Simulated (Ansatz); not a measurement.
Ansatz (a program for electronic structure) input (B3LYP/LANL2DZ): The .json file is the Basis Set Exchange's LANL2DZ.

Ansatz 0.2 input:
```yaml
crystal:
  periodic: [false, false, false]
  atoms:
    - {symbol: Cd, position_ang: [-0.00000000, -0.00000000, -1.02630976]}
    - {symbol: Se, position_ang: [0.00000000, 0.00000000, 1.44890789]}
basis:
  gaussian:
    orbitals: LANL2DZ.json
hamiltonian:
  xc: {name: B3LYP}
phonons: {temperatures: {t_min: 298.15, t_max: 298.15, t_step: 100}}
```

Output:

```
WARN ansatz: RAYON_NUM_THREADS=1 ignored (pool sized by the plan → 1); use --threads N
Functional definition: B3LYP
integrals: 0.01 GiB planned
432 factors; integrals over basis functions are off by at most 1.7e-4 eV
mean field: 0.08 GiB planned
mean field evaluation 1: about -1554.1711 eV, gradient 2.5e1 eV
mean field evaluation 2: about -1486.6578 eV, gradient 9.7e1 eV
mean field evaluation 4: about -1558.0436 eV, gradient 7.9e0 eV
mean field evaluation 8: about -1558.4090 eV, gradient 2.9e-1 eV
mean field evaluation 16: about -1552.0565 eV, gradient 1.9e1 eV
mean field evaluation 32: about -1556.5148 eV, gradient 1.2e1 eV
mean field -1558.40949614 eV, -57.2704926551 hartree, gradient 1.3e-5 eV, S^2 0.000000; 4 other end points of the search recorded, 0 dependent functions left out
the calculation of the forces begins
reference -1558.40967840 eV, -57.2704993533 hartree; 9, 9 occupied and 17, 17 virtual orbitals, 432 factors
these checks for a lower state are left out or cut short: stability, starts, cluster_reference, orbital_swaps, neighbouring_geometries, increment
integrals: 0.01 GiB planned
432 factors; integrals over basis functions are off by at most 1.7e-4 eV
mean field: 0.08 GiB planned
mean field -1558.40949614 eV, -57.2704926551 hartree, gradient 6.0e-7 eV, S^2 0.000000; 0 other end points of the search recorded, 0 dependent functions left out
the calculation of the forces begins
reference -1558.40967840 eV, -57.2704993533 hartree; 9, 9 occupied and 17, 17 virtual orbitals, 432 factors
these checks for a lower state are left out or cut short: stability, starts, cluster_reference, orbital_swaps, neighbouring_geometries, increment
integrals: 0.01 GiB planned
432 factors; integrals over basis functions are off by at most 1.7e-4 eV
mean field: 0.08 GiB planned
mean field -1558.40949614 eV, -57.2704926551 hartree, gradient 6.0e-7 eV, S^2 0.000000; 0 other end points of the search recorded, 0 dependent functions left out
the calculation of the forces begins
reference -1558.40967840 eV, -57.2704993533 hartree; 9, 9 occupied and 17, 17 virtual orbitals, 432 factors
these checks for a lower state are left out or cut short: stability, starts, cluster_reference, orbital_swaps, neighbouring_geometries, increment
integrals: 0.01 GiB planned
432 factors; integrals over basis functions are off by at most 1.7e-4 eV
mean field: 0.08 GiB planned
mean field -1558.40949614 eV, -57.2704926551 hartree, gradient 6.0e-7 eV, S^2 0.000000; 0 other end points of the search recorded, 0 dependent functions left out
the calculation of the forces begins
reference -1558.40967840 eV, -57.2704993533 hartree; 9, 9 occupied and 17, 17 virtual orbitals, 432 factors
these checks for a lower state are left out or cut short: stability, starts, cluster_reference, orbital_swaps, neighbouring_geometries, increment
integrals: 0.01 GiB planned
432 factors; integrals over basis functions are off by at most 1.7e-4 eV
mean field: 0.08 GiB planned
mean field -1558.40949614 eV, -57.2704926551 hartree, gradient 6.0e-7 eV, S^2 0.000000; 0 other end points of the search recorded, 0 dependent functions left out
the calculation of the forces begins
reference -1558.40967840 eV, -57.2704993533 hartree; 9, 9 occupied and 17, 17 virtual orbitals, 432 factors
these checks for a lower state are left out or cut short: stability, starts, cluster_reference, orbital_swaps, neighbouring_geometries, increment
integrals: 0.01 GiB planned
432 factors; integrals over basis functions are off by at most 1.7e-4 eV
mean field: 0.08 GiB planned
mean field evaluation 64: about -1558.4095 eV, gradient 1.5e-1 eV
mean field -1558.40946860 eV, -57.2704916431 hartree, gradient 1.4e-6 eV, S^2 0.000000; 0 other end points of the search recorded, 0 dependent functions left out
the calculation of the forces begins
reference -1558.40965084 eV, -57.2704983404 hartree; 9, 9 occupied and 17, 17 virtual orbitals, 432 factors
these checks for a lower state are left out or cut short: stability, starts, cluster_reference, orbital_swaps, neighbouring_geometries, increment
integrals: 0.01 GiB planned
432 factors; integrals over basis functions are off by at most 1.7e-4 eV
mean field: 0.08 GiB planned
mean field -1558.40946655 eV, -57.2704915677 hartree, gradient 1.3e-6 eV, S^2 0.000000; 0 other end points of the search recorded, 0 dependent functions left out
the calculation of the forces begins
reference -1558.40964883 eV, -57.2704982667 hartree; 9, 9 occupied and 17, 17 virtual orbitals, 432 factors
these checks for a lower state are left out or cut short: stability, starts, cluster_reference, orbital_swaps, neighbouring_geometries, increment
integrals: 0.01 GiB planned
432 factors; integrals over basis functions are off by at most 1.7e-4 eV
mean field: 0.08 GiB planned
mean field -1558.40949614 eV, -57.2704926551 hartree, gradient 6.0e-7 eV, S^2 0.000000; 0 other end points of the search recorded, 0 dependent functions left out
the calculation of the forces begins
reference -1558.40967840 eV, -57.2704993533 hartree; 9, 9 occupied and 17, 17 virtual orbitals, 432 factors
these checks for a lower state are left out or cut short: stability, starts, cluster_reference, orbital_swaps, neighbouring_geometries, increment
integrals: 0.01 GiB planned
432 factors; integrals over basis functions are off by at most 1.7e-4 eV
mean field: 0.08 GiB planned
mean field -1558.40949614 eV, -57.2704926551 hartree, gradient 6.0e-7 eV, S^2 0.000000; 0 other end points of the search recorded, 0 dependent functions left out
the calculation of the forces begins
reference -1558.40967840 eV, -57.2704993533 hartree; 9, 9 occupied and 17, 17 virtual orbitals, 432 factors
these checks for a lower state are left out or cut short: stability, starts, cluster_reference, orbital_swaps, neighbouring_geometries, increment
integrals: 0.01 GiB planned
432 factors; integrals over basis functions are off by at most 1.7e-4 eV
mean field: 0.08 GiB planned
mean field evaluation 96: about -1558.4095 eV, gradient 1.3e-6 eV
mean field -1558.40949614 eV, -57.2704926551 hartree, gradient 6.0e-7 eV, S^2 0.000000; 0 other end points of the search recorded, 0 dependent functions left out
the calculation of the forces begins
reference -1558.40967840 eV, -57.2704993533 hartree; 9, 9 occupied and 17, 17 virtual orbitals, 432 factors
these checks for a lower state are left out or cut short: stability, starts, cluster_reference, orbital_swaps, neighbouring_geometries, increment
integrals: 0.01 GiB planned
432 factors; integrals over basis functions are off by at most 1.7e-4 eV
mean field: 0.08 GiB planned
mean field -1558.40949614 eV, -57.2704926551 hartree, gradient 6.0e-7 eV, S^2 0.000000; 0 other end points of the search recorded, 0 dependent functions left out
the calculation of the forces begins
reference -1558.40967840 eV, -57.2704993533 hartree; 9, 9 occupied and 17, 17 virtual orbitals, 432 factors
these checks for a lower state are left out or cut short: stability, starts, cluster_reference, orbital_swaps, neighbouring_geometries, increment
integrals: 0.01 GiB planned
432 factors; integrals over basis functions are off by at most 1.7e-4 eV
mean field: 0.08 GiB planned
mean field -1558.40946655 eV, -57.2704915677 hartree, gradient 1.3e-6 eV, S^2 0.000000; 0 other end points of the search recorded, 0 dependent functions left out
the calculation of the forces begins
reference -1558.40964883 eV, -57.2704982667 hartree; 9, 9 occupied and 17, 17 virtual orbitals, 432 factors
these checks for a lower state are left out or cut short: stability, starts, cluster_reference, orbital_swaps, neighbouring_geometries, increment
integrals: 0.01 GiB planned
432 factors; integrals over basis functions are off by at most 1.7e-4 eV
mean field: 0.08 GiB planned
mean field -1558.40946860 eV, -57.2704916431 hartree, gradient 1.4e-6 eV, S^2 0.000000; 0 other end points of the search recorded, 0 dependent functions left out
the calculation of the forces begins
reference -1558.40965084 eV, -57.2704983404 hartree; 9, 9 occupied and 17, 17 virtual orbitals, 432 factors
Total energy: -1558.40967840 eV, -57.2704993533 hartree
Atom 0 at    -0.000000    -0.000000    -1.026310 Å, force    -0.000000     0.000000     0.000453 eV/Å
Atom 1 at     0.000000     0.000000     1.448908 Å, force     0.000000    -0.000000    -0.000453 eV/Å
Dipole moment:     0.000000     0.000000    -1.196602 e Å
Vibrations: 231.49 cm⁻¹, zero-point energy 0.014351 eV
```

The blocks after the first are displaced geometries, from whose forces the wavenumbers follow.
